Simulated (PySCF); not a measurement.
Electron affinity of Rh by level of theory

Rh⁻ [Kr] 4d8 5s2 [4d3/2^4 4d5/2^4, M_J = 4] → Rh [Kr] 4d8 5s1 [4d3/2^4 4d5/2^4 5s1/2^1, M_J = 9/2], as a difference of total energies. Computed with PySCF 2.14 in x2c-TZVPall-2c with one added diffuse shell each of s, p, d type (9s10p8d1f, 86 functions), with the two-component X2C-1e Hamiltonian. Correlated levels: [Ar] 3d10 frozen; the 6 highest virtual spinors dropped. "Screened" scales the spin-orbit matrix elements by Boettger's factors to mimic the two-electron term; Breit and QED terms are absent.

```csv
method,electron affinity (eV)
GHF (spin-free),-0.086
GMP2 (spin-free),0.672
GHF (screened spin-orbit),-0.089
GMP2 (screened spin-orbit),0.667
```

The spin-free rows relax to the high-spin LS determinant and lack the spin-orbit shift.

Errors of the correlated levels include the incompleteness of this basis and the frozen core.

The labels give the starting determinants; with spin-orbit coupling the two ends relaxed to ⟨J²⟩ = 20.10, ⟨L²⟩ = 12.05, ⟨S²⟩ = 2.09 and ⟨J²⟩ = 24.76, ⟨L²⟩ = 12.05, ⟨S²⟩ = 3.75.

A negative affinity means that the anion lies above the atom at that level of theory.

For comparison: 1.143 eV (measured; photodetachment measurements, as compiled on the Wikipedia data page of electron affinities).
